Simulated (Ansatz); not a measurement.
**BCl2F (dichlorofluoroborane): from total energies to a heat of formation**

BCl2F has 4 atoms, charge 0, and is taken as a singlet. SMILES: `FB(Cl)Cl`. The shape is that of a PBE0-D4/def2-TZVP optimisation.

Total energies at revPBE/6-311+G** (Ansatz 0.2.0); the atoms run unrestricted:

```
species    state   energy (Eh)
  BCl2F  singlet  -1045.081215
      F  doublet    -99.725468
      B  doublet    -24.651395
     Cl  doublet   -460.065054
```

Harmonic wavenumbers at PBE0-D4/def2-TZVP, in cm⁻¹: 266, 365, 526, 565, 1009, 1347.

Measured heats of formation of the gaseous atoms at 298.15 K, in kJ/mol: F 79.4, B 570.3, Cl 121.3. Spin-orbit lowering of the atoms at 298 K (mean of the ground term's levels less their thermal mean, from spectra), in kJ/mol: F 1.29, B 0.00, Cl 3.44. Take 1 Eh = 2625.50 kJ/mol, 1 cm⁻¹ = 0.0119627 kJ/mol, RT = 2.479 kJ/mol.

What heat of formation follows?


1. Electronic atomisation energy: (-99.725468) + (-24.651395) + 2 × (-460.065054) − (-1045.081215) = 0.574244 Eh = 1507.7 kJ/mol.
2. Zero-point energy: half the sum of the wavenumbers, 2039 cm⁻¹ = 24.4 kJ/mol.
3. Thermal vibrational enthalpy, Σ hcν̃/(exp(hcν̃/kT) − 1): 3.3 kJ/mol. Translation, rotation and pV of a non-linear molecule: 4 RT = 9.9 kJ/mol.
4. The 4 free atoms carry 5/2 RT each: 24.8 kJ/mol.
5. Spin-orbit coupling lowers the free atoms by 1.29 + 0.00 + 2 × 3.44 = 8.2 kJ/mol.
6. Atomisation enthalpy at 298 K: 1507.7 − 8.2 − 24.4 − 3.3 − 9.9 + 24.8 = 1486.7 kJ/mol.
7. Sum of the atoms' heats of formation: 892.3 kJ/mol. Heat of formation: 892.3 − 1486.7 = -594.4 kJ/mol.

The tabulated value is -644.3 kJ/mol (NIST-JANAF tables; in doubt, as an older value, an estimate or one at odds with other calculations), so this level is off by +49.9 kJ/mol, or 3.2 % of the atomisation enthalpy that the table implies (1536.6 kJ/mol). Anharmonicity and any spin-orbit splitting of the molecule are left out.
